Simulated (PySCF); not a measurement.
C7H5ClO.
Atom-mapped SMILES: `[O:1]=[c:2]1[cH:3][cH:4][cH:5][c:6]([Cl:7])[cH:8][cH:9]1` (hydrogens: H10 on C3; H11 on C4; H12 on C5; H13 on C8; H14 on C9)

Geometry (GFN2-xTB, Å), atoms numbered from 1 in this order:
```
atom  x, y, z in Å
O1    -2.2079   -1.9449   -0.0863
C2    -1.2989   -1.1258   -0.0497
C3    -1.6104    0.2995   -0.0974
C4    -0.8092    1.3881   -0.0793
C5     0.6041    1.4814   -0.0053
C6     1.5003    0.4628    0.0706
Cl7    3.1775    0.8994    0.1533
C8     1.2583   -0.9406    0.0931
C9     0.0836   -1.5999    0.0425
H10   -2.6793    0.4699   -0.1589
H11   -1.3072    2.3494   -0.1287
H12    1.0066    2.4857   -0.0088
H13    2.1565   -1.5427    0.1603
H14    0.1253   -2.6828    0.0724
```

A PySCF run (density fitting, gas phase, GFN2-xTB geometry) gave HOMO -5.78 eV, LUMO -3.45 eV, dipole 2.91 D.

Question: Which of these levels was it?
A. KT3/pcSseg-0
B. PBE0/pcSseg-1
C. OLYP/pcSseg-0
D. PBE0/def2-SVPD

Answer: A. It is KT3/pcSseg-0. All candidates on this geometry:

```json
{"level and settings": "OLYP/pcSseg-0", "kind": "GGA", "basis functions": "95", "SCF cycles": "18", "E (Eh)": "-803.7274", "HOMO (eV)": "-5.42", "LUMO (eV)": "-3.28", "dipole (D)": "2.94"}
{"level and settings": "KT3/pcSseg-0, grid level 1, start guess huckel", "kind": "GGA", "basis functions": "95", "SCF cycles": "20", "E (Eh)": "-812.3279", "HOMO (eV)": "-5.78", "LUMO (eV)": "-3.45", "dipole (D)": "2.91"}
{"level and settings": "PBE0/pcSseg-1", "kind": "global hybrid", "basis functions": "185", "SCF cycles": "16", "E (Eh)": "-804.5232", "HOMO (eV)": "-7.09", "LUMO (eV)": "-2.71", "dipole (D)": "3.13"}
{"level and settings": "PBE0/def2-SVPD", "kind": "global hybrid", "basis functions": "230", "SCF cycles": "16", "E (Eh)": "-804.2137", "HOMO (eV)": "-7.13", "LUMO (eV)": "-2.74", "dipole (D)": "3.32"}
```

The nearest other candidate, by the summed differences of HOMO and LUMO, is OLYP/pcSseg-0: its HOMO differs by +0.36 eV and its LUMO by +0.17 eV. Cycle counts include a coarse-grid stage where the run had one. KT3 was designed for NMR shieldings or shifts; total energies of different functionals aren't comparable.
